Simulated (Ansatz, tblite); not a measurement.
Potential energy curve for SMILES Cl[Si](C)(Cl)Cl. The Si2–Cl8 bond (Si2 also carries C, Cl, Cl; Cl8 carries nothing else) is stretched with both fragments frozen at the PBE0/def2-TZVP optimised geometry.

Levels: UCCSD = CCSD on UHF/cc-pVDZ, frozen core (Ansatz, an electronic-structure program); RKS-PBE = restricted PBE/cc-pVDZ run with Ansatz; GFN2-xTB, 300 K electronic temperature (tblite).

Energies are in kcal/mol, each relative to the lowest point of its own curve near equilibrium.

| R / Å | UCCSD | RKS-PBE | GFN2-xTB |
|---|---|---|---|
| 1.67 | 68.3 | 67.9 | 54.1 |
| 1.79 | 27.4 | 28.0 | 16.3 |
| 1.93 | ___ | 6.3 | 1.8 |
| 1.96 | 3.3 | 4.0 | 0.7 |
| 2.04 | 0.2 | 0.5 | 0.0 |
| 2.09 | 0.0 | 0.0 | ___ |
| 2.19 | 2.4 | ___ | 3.3 |
| 2.29 | 7.4 | 5.7 | 7.3 |
| 2.49 | 21.2 | 17.5 | 17.3 |
| 2.72 | 39.0 | 32.8 | 30.2 |
| 3.01 | ___ | 50.7 | 46.0 |
| 3.31 | ___ | 66.0 | 59.6 |
| 3.75 | 93.6 | 82.4 | 73.0 |
| 4.25 | 98.4 | 94.3 | 80.4 |
| 4.96 | 99.7 | 103.4 | ___ |
| 5.92 | 99.9 | 108.4 | 85.7 |

Q: Some entries are withheld; supply them.

A: 
- 1.93, UCCSD: 5.6
- 2.09, GFN2-xTB: 0.6
- 2.19, RKS-PBE: 1.6
- 3.01, UCCSD: 60.3
- 3.31, UCCSD: 78.6
- 4.96, GFN2-xTB: 83.9

The unrestricted solution behind UCCSD changes between 3.01 and 3.31 Å, which can leave a kink. The unrestricted determinant behind UCCSD is spin-contaminated at 3.01 to 5.92 Å (<S²> up to 1.0, against 0.00 for a pure singlet). The restricted form behind RKS-PBE keeps the bonding electrons paired and can't separate into open-shell fragments.
